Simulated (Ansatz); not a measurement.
Basis-set series for `C#[C][Al]([OH])[OH]`. Total charge 0; spin multiplicity 1. All single points use the PBE0-D4/def2-TZVP geometry. It is one conformer, not always the lowest.

```csv
functional,basis,functions,energy (Eh),HOMO (eV),LUMO (eV)
PBE0-D4,def2-TZVPP,208,-470.69860,-8.30,-0.64
PBE0-D4,def2-QZVPP,388,-470.71993,-8.34,-0.70
ωB97M-V,def2-TZVPP,208,-470.98814,-10.59,1.19
ωB97M-V,def2-QZVPP,388,-471.00805,-10.62,0.79
```

Task: Give the rows for def2-SVP. (Best estimate.)

Result: Computed: 
| functional | basis | functions | energy (Eh) | HOMO (eV) | LUMO (eV) |
| --- | --- | --- | --- | --- | --- |
| PBE0-D4 | def2-SVP | 89 | -470.32823 | -8.18 | -0.44 |
| ωB97M-V | def2-SVP | 89 | -470.61094 | -10.44 | 1.51 |

Positive LUMOs are unbound and depend on the basis.
